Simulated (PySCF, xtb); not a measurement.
siletan-1-amine (C3H9NSi), SMILES C1CC[SiH]1N. The values are those of a single conformer.

Harmonic wavenumbers (cm⁻¹) from GFN2-xTB run with xtb at its own minimum, in rising order: 79, 158, 204, 212, 482, 487, 541, 646, 668, 700, 714, 787, 814, 877, 926, 994, 1001, 1051, 1169, 1191, 1214, 1226, 1288, 1479, 1482, 1505, 1516, 2265, 2972, 2989, 2997, 3003, 3010, 3021, 3475, 3517.

### Question
What does PBE0-D3(BJ)/def2-SVP (PySCF) give at its own minimum? (Estimate from the structure and the level; the computed values follow.)

### Answer
120, 137, 243, 266, 321, 450, 565, 639, 660, 697, 803, 826, 871, 896, 907, 960, 965, 980, 1064, 1155, 1207, 1234, 1283, 1406, 1427, 1468, 1538, 2217, 3059, 3072, 3074, 3114, 3153, 3156, 3631, 3735. Paired by order, the mean absolute difference is 60 cm⁻¹ and the zero-point energies are 72.4 and 73.3 kcal/mol.
